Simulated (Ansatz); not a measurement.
Stepwise reaction of `[CH3][Bi]([CH3])[CH3]` with hydrogen fluoride, as a gas-phase model of exchange steps in deposition or etching. ΔE in kJ/mol; ΔG adds harmonic PBE0-D4 terms to CCSD(T)/CBS, at 1 bar.

Computed with Ansatz on PBE0-D4/def2-TZVP structures; ΔE is electronic, products minus reactants. CBS: MP2 limit from def2 TZ/QZ plus the TZ coupled-cluster correction, frozen cores. This one scheme is used for every species. DFT in def2-TZVPP. B3LYP here is the variant with VWN-RPA as its local correlation; programs differ in this. Elements past krypton have def2 core potentials. For Bi outer-core shells are correlated without core-valence functions, which leaves a few kJ/mol of doubt a bond.

| step | reaction | PBE-D4 | B3LYP-D4 | ωB97M-V | CCSD(T)/CBS | ΔG(400 K) |
| --- | --- | --- | --- | --- | --- | --- |
| 1 | `[CH3][Bi]([CH3])[CH3]` + H–F → `[CH3][Bi]([CH3])[F]` + CH₄ | -85.8 | -90.1 | -84.7 | -75.1 | -76.2 |

**Question.** Give the row of step 2, `[CH3][Bi]([CH3])[F]` + H–F → `[CH3][Bi]([F])[F]` + CH₄. (Best estimate.)

**Answer.** Computed: 
```json
{"step": "2", "reaction": "`[CH3][Bi]([CH3])[F]` + H–F → `[CH3][Bi]([F])[F]` + CH₄", "PBE-D4": "-93.2", "B3LYP-D4": "-95.7", "ωB97M-V": "-90.1", "CCSD(T)/CBS": "-81.9", "ΔG(400 K)": "-77.3"}
```

**Question.** By hand: ΔE of the 2 steps together at CCSD(T)/CBS.

**Answer.** (-75.1) + (-81.9) = -157.0 kJ/mol, or -78.5 kJ/mol a step.

In ΔE each step is lower than the one before. All are downhill at CCSD(T)/CBS. ΔG lies between -77.3 and -76.2 kJ/mol a step. PBE-D4 differs from CCSD(T)/CBS by -11.3 to -10.7 kJ/mol a step. Isolated molecules leave out the surface, adducts and barriers. Largest T1 diagnostic: 0.015.
